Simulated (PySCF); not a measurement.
Diisopropyl telluride, SMILES CC(C)[Te]C(C)C (C6H14Te) (GFN2-xTB optimised geometry):

```
21

C      1.901    -0.365    -1.335
C      1.349    -0.826     0.000
C      1.855    -2.210     0.358
Te    -0.850    -0.826     0.000
C     -0.985     1.372     0.000
C     -1.401     1.901    -1.360
C     -1.935     1.847     1.083
H      1.603    -1.046    -2.129
H      2.991    -0.337    -1.301
H      1.548     0.634    -1.582
H      1.646    -0.120     0.778
H      1.474    -2.528     1.325
H      2.944    -2.213     0.399
H      1.542    -2.937    -0.390
H      0.025     1.712     0.230
H     -0.723     1.561    -2.141
H     -2.406     1.565    -1.608
H     -1.398     2.991    -1.356
H     -1.624     1.490     2.062
H     -2.944     1.487     0.891
H     -1.963     2.937     1.108
```

Method: PBE0/def2-SVP, def2 effective core potentials past Kr in PySCF 2.14.0.

Problem. What are the frontier orbital energies and the dipole moment?

Solution. HOMO-2 -8.00 eV, HOMO-1 -7.56 eV, HOMO -5.49 eV, LUMO -0.34 eV, LUMO+1 0.85 eV; dipole moment 1.50 D.

On the same geometry PBE/def2-SVP, def2 effective core potentials past Kr (PySCF) gives HOMO-2 -6.85 eV, HOMO-1 -6.49 eV, HOMO -4.42 eV, LUMO -1.16 eV, LUMO+1 -0.07 eV; dipole moment 1.44 D.
